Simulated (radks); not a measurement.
Values are calculated unless marked as measured or tabulated.
Ionisation of neutral carbon, [He] 2s2 2p2, to [He] 2s2 2p1 as the strength of local exchange is varied. Level of theory: scalar-relativistic Kohn-Sham, Slater X-alpha exchange (alpha = 2/3 is LDA exchange), no correlation, spin-polarised, spherical densities, finite nucleus; open shells are filled with parallel spins first; Fermi nuclear charge, rms radius 2.4702 fm (a radial shooting solver on a logarithmic mesh with Libxc functionals).

| alpha | E(C) (hartree) | exchange (hartree) | IE (eV) | -e of the level emptied (eV) | <r> of it (bohr) |
|---|---|---|---|---|---|
| 0.55 | -36.36220 | -3.57913 | 9.302 | 4.098 (2p) | 1.874 |
| 0.667 | -37.13026 | -4.41632 | 10.776 | 5.333 (2p) | 1.767 |
| 0.702 | -37.36260 | -4.67178 | 11.237 | 5.728 (2p) | 1.739 |
| 0.729 | -37.54264 | -4.87042 | 11.599 | 6.040 (2p) | 1.717 |
| 0.835 | -38.25624 | -5.66346 | 13.070 | 7.329 (2p) | 1.641 |
| 0.906 | -38.74022 | -6.20636 | 14.100 | 8.248 (2p) | 1.595 |
| 0.94 | -38.97369 | -6.46966 | 14.606 | 8.703 (2p) | 1.574 |
| 0.942 | -38.98745 | -6.48522 | 14.636 | 8.731 (2p) | 1.573 |

NIST Atomic Spectra Database: 11.260 eV (measured). The Delta-SCF value meets it near alpha = 0.70. Open shells are spherical and high-spin; term and fine-structure splittings are not resolved.
